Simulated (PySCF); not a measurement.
**Radial density of Mn (manganese, neutral)**

TPSS, [Ar] 3d5 4s2, high-spin 6S determinant. Calculation: PySCF 2.14, in cc-pVTZ (7s6p4d2f1g, 68 functions); the non-relativistic Hamiltonian (point nucleus).

```tsv
r (bohr)	4πr²ρ (e/bohr)	4πr²(ρα − ρβ)
0.00108	0.1474	0.0000
0.00182	0.4020	0.0000
0.00306	1.069	0.0001
0.00515	2.724	0.0003
0.00867	6.468	0.0007
0.0146	13.64	0.0015
0.0245	23.61	0.0024
0.0413	29.85	0.0027
0.0694	25.54	0.0047
0.117	24.59	0.0407
0.196	33.09	0.2871
0.330	18.91	1.3766
0.555	12.67	3.5479
0.934	12.73	3.8189
1.57	3.409	1.7267
2.64	1.085	0.3564
4.45	0.2982	-0.0203
7.48	0.01411	-0.0040
12.6	3.226e-05	0.0000
```

Task: Where is the radial spin density 4πr²(ρα − ρβ) most negative, and why is it negative at all?

Result: Around r = 4.45 bohr, down to -0.0203 e/bohr: exchange with the open shell polarises the paired shells in an unrestricted calculation.
